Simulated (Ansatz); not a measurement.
Calculated with Ansatz (gas phase, PBE0-D4/def2-TZVP geometries, no zero-point term in ΔE). CBS: MP2 limit from def2 TZ/QZ plus the TZ coupled-cluster correction, frozen cores. This one scheme is used for every species. One conformer a species, not always the lowest.

Reaction (formal exchange of groups at the Al–C bond): `O=[CH][AlH][F]` + `NCF` → `F[CH2][AlH][F]` + `NC=O`

| species | CCSD(T)/CBS(def2) energy (Eh) |
| --- | --- |
| `O=[CH][AlH][F]` | -456.27101 |
| `NCF` | -194.94856 |
| `F[CH2][AlH][F]` | -481.50843 |
| `NC=O` | -169.73435 |

Question: Work out ΔE.

Answer: ΔE = (-481.50843) + (-169.73435) − (-456.27101) − (-194.94856) = -0.02321 Eh = -14.6 kcal/mol.

Largest T1 diagnostic among the species: 0.016.

At CCSD(T), def2-SVP lies +0.8 kcal/mol from the extrapolated value and def2-TZVPP +0.6 kcal/mol. Leaving LDA and LC-ωPBE aside and taking each functional with its dispersion term where it has one, the values, not all of them listed here, spread over 2.7 kcal/mol, from r2SCAN-D4 to ωB97M-V. LDA lies −2.4 kcal/mol from PBE without D4.
